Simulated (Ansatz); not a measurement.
Species: C$_{4}$H$_{5}$SSi, charge 0, multiplicity 2. It need not be the lowest isomer of its formula. 
Geometry from a B3LYP-D3(BJ)/def2-TZVP (Ansatz, a quantum-chemistry and plane-wave program) optimisation:
```
C
C 1 1.3712
H 2 1.0788 1 127.80
C 1 1.4457 2 111.91 3 -180.00
C 4 1.3483 1 110.04 2 0.00
H 4 1.0799 5 125.36 1 180.00
S 5 1.7027 4 115.86 6 180.00
Si 1 1.8630 2 123.17 3 0.00
H 8 1.4811 1 108.38 2 0.00
H 8 1.4822 9 109.47 1 120.93
H 8 1.4822 9 109.47 10 118.14
```
Charge 0, spin multiplicity 2.

Atomisation energy built up term by term with Ansatz (kcal/mol; UHF references for open shells; valence terms freeze the core; atomic spin-orbit terms are left out). CBS(X,Y): correlation extrapolated as X^-3; Hartree-Fock from the larger set.

The UHF reference is spin-contaminated (<S^2> 0.36 over the pure value in the largest basis). 

| term | basis | kcal/mol |
|---|---|---|
| Hartree-Fock | cc-pV(Q+d)Z | 763.94 |
| CCSD correlation | CBS(cc-pV(T+d)Z,cc-pV(Q+d)Z) | 259.82 |
| (T) | CBS(cc-pV(T+d)Z,cc-pV(Q+d)Z) | 24.82 |
| core correlation | cc-pwCVTZ | 4.58 |
| scalar relativity (X2C) | cc-pVTZ-DK against cc-pVTZ | -1.65 |
| sum: De |  | 1051.5 |

(T) makes 2.4 % of the CCSD(T) atomisation energy; under 5 % is typical of single-reference molecules.
